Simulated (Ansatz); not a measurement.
Relaxation of ClH2InO2 (6 atoms, charge 0, multiplicity 1), to a largest force component of 0.02 eV/Å in at most 40 steps.

Theory: RKS PBE-D4/def2-SVP in Ansatz 0.2.0.

```xyz
6
Properties=species:S:1:pos:R:3:forces:R:3
In 0.000 0.000 0.000 0.02 -0.28 1.24
Cl 0.000 0.000 2.440 0.00 0.04 -0.80
O 1.723 0.000 -0.995 0.94 -1.14 -0.45
H 2.023 -0.952 -1.150 -0.43 1.29 0.25
O -1.723 0.000 -0.995 -1.16 -1.13 -0.08
H -2.233 -0.847 -0.786 0.62 1.22 -0.15
```

**Question.** Where does it end, and by what steps?

**Answer.** The run converged. After 11 steps the energy has fallen by 0.337 eV; H4 moved furthest, 0.88 Å.

| step | energy less start (eV) | largest force component (eV/Å) | accepted |
| --- | --- | --- | --- |
| 0 | 0.0000 | 1.294 | yes |
| 1 | -0.1046 | 1.322 | yes |
| 2 | -0.0962 | 1.744 | no |
| 3 | -0.1475 | 0.784 | yes |
| 4 | -0.1750 | 0.747 | yes |
| 5 | -0.2183 | 0.180 | yes |
| 6 | -0.2377 | 0.214 | yes |
| 7 | -0.2812 | 0.382 | yes |
| 8 | -0.3261 | 0.125 | yes |
| 9 | -0.3365 | 0.047 | yes |
| 10 | -0.3367 | 0.035 | yes |
| 11 | -0.3369 | 0.001 | yes |

```xyz
6
Properties=species:S:1:pos:R:3
In -0.033 -0.298 -0.208
Cl 0.070 -0.220 2.160
O 1.671 -0.367 -1.265
H 2.419 -0.362 -0.634
O -1.823 -0.294 -1.116
H -2.513 -0.257 -0.423
```

The run took 16 s on 2 threads of Arm Neoverse V2, with other jobs on the host, peak memory 0.12 GiB.
